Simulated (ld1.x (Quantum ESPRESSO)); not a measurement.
Values are calculated unless marked as measured or tabulated.
# Potentials for Sb compared

Generated with ld1.x 7.5 (TM, RRKJ, ultrasoft, PAW), atompaw 4.2 or ONCVPSP 4.0.1. The cutoff is in Ry: for ld1.x and atompaw files where the sum of valence levels is converged to 10 mRy in a Bessel basis, for ONCV files where the hardest occupied wave has 1 mHa per electron of residual kinetic energy. The error is the largest all-electron minus pseudo excitation energy over each file’s own four to seven test configurations (ionisations up to +4, promotions, holes and added fractions of an electron), all of which were solved. The labels leave out finer settings (local radius, basis sizes, second energies), which also bear on the numbers. Spin-polarised tests are not counted. The rows are a selection from randomly drawn settings: files with unsolved tests, undetermined cutoffs or missed reference levels are left out.

| potential | cutoff (Ry) | largest error (meV) | bound ghosts |
| --- | --- | --- | --- |
| PAW, PBE, scalar-relativistic, rc 1.80/1.65/1.50 (spd), local smoothed, core correction yes, reference 4p6 4d10 5s2 5p2 | 70 | -83 | none |
| TM semilocal, Wu–Cohen, scalar-relativistic, rc 1.60/2.00/1.35 (spd), local s, core correction no, reference 4d10 5s1.75 5p3.25 | 100 | -179 | none |
| TM, LDA (PZ), scalar-relativistic, rc 1.60/2.50 (sp), local smoothed, core correction yes, reference 5s2 5p3 | 30 | -128 | none |
| TM semilocal, PBE, scalar-relativistic, rc 1.45/1.85/1.85 (spd), local p, core correction yes, reference 5s2 5p3 | 50 | -434 | none |
| TM semilocal, PBE, scalar-relativistic, rc 1.80/2.30 (sp), local p, core correction yes, reference 5s2 5p3 | 25 | -139 | none |

Task: Fill in the row for Sb: TM, PBE, scalar-relativistic, rc 2.05/2.30 (sp), local p, core correction yes, reference 5s2 5p3.

Result: cutoff 25 Ry, largest error -446 meV, bound ghosts: none.

Task: Fill in the row for Sb: TM, PBEsol, scalar-relativistic, rc 1.82/2.68/2.16 (spd), local s, core correction no, reference 5s2 5p1.

Result: cutoff 25 Ry, largest error +7.0 meV, bound ghosts: none.
